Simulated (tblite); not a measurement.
Question: Give a GFN2-xTB geometry of `[H]/N=[C]/c1ccc(F)o1` [radical]. (Doublet state.)

Answer: 
```xyz
11
C5H3FNO angstrom
N      2.9858   -0.3201   -0.1676
C      1.8288   -0.0579    0.0993
C      0.4943    0.0519   -0.0523
C     -0.5076   -0.9192    0.1622
C     -1.7354   -0.2570    0.0079
C     -1.4246    1.0396   -0.2692
F     -2.2064    2.0862   -0.5021
O     -0.0966    1.2704   -0.3074
H      3.7225   -0.2655    0.5318
H     -0.3385   -1.9515    0.3815
H     -2.7168   -0.6743    0.0900
```

Orientation and origin are arbitrary. Atoms count from 1 in this order. C5 (carbon bonded to 2 C and H) is planar (angles 127.6°, 126.6° and 105.8°, sum 360.0°, 0.00 Å off the plane of its three neighbours). The C–O distances run from 1.348 Å (C6–O8, aromatic) to 1.378 Å (C3–O8, aromatic), a spread of 0.030 Å. C4 (carbon bonded to 2 C and H) is planar (angles 128.1°, 125.7° and 106.2°, sum 360.0°, 0.01 Å off the plane of its three neighbours). The 4 C–C bonds span 1.348 Å (C2–C3, drawn single) to 1.412 Å (C3–C4, aromatic), a spread of 0.064 Å.

Bonds between heavy atoms (Å): N1=C2 1.216, C2–C3 1.348, C3–C4 1.412, C4–C5 1.404, C5–C6 1.362, C6–F7 1.327, C6–O8 1.348, C3–O8 1.378.

The geometry is computed with GFN2-xTB (gas phase). This method treats the open shell by occupation alone, without spin polarisation.

Point group: C1 (no symmetry element, even within 0.4 Å). Its GFN2-xTB frequencies are all real (lowest 122 cm⁻¹). Torsions: N1–C2–C3–C4 84°.

One conformer stands for the species.
